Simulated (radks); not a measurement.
The numbers below are computed, except where a source is named.
Q: These are the eigenvalues of the occupied orbitals of an atom or ion with whole-number occupations (Ry). Level of theory: scalar-relativistic Kohn-Sham, LDA (Slater exchange, Perdew-Wang correlation), spin-unpolarised, spherical densities, finite nucleus; Fermi nuclear charge, rms radius of each element as measured or else 0.836 A^(1/3) + 0.57 fm (a radial shooting solver on a logarithmic mesh with Libxc functionals).

1s: -3939.618
2s: -656.1506
2p: -582.5362
3s: -146.0134
3p: -123.4059
3d: -94.24490
4s: -28.83711
4p: -21.38828
4d: -11.23619
5s: -3.60566
5p: -1.87280
6s: -0.28634
4f: -0.24446

Which element is it, and in what charge state? The configuration may be excited.

A: Z = 66, dysprosium, charge 0: Dy in [Xe] 4f10 6s2. The list shows which subshells hold electrons but not how many an open one holds; the 1s level, -1969.8 hartree, gives Z - s = 62.8 by -(Z - s)^2/2, which with screening and relativity narrows Z to a few neighbours, and the depths of the outer levels then fix element, charge and occupations together.
